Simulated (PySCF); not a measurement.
Z-matrix (Å, degrees):
```
Br
```
Charge 0, spin multiplicity 2.

What is the computed dipole moment, highest occupied spin orbital and total energy (PySCF with PBE-D3(BJ)/def2-TZVP)?


```
Property                              Value
-----------------------------  ------------
dipole moment                        0.00 D
highest occupied spin orbital      -7.43 eV
total energy                   -70034.51 eV
```
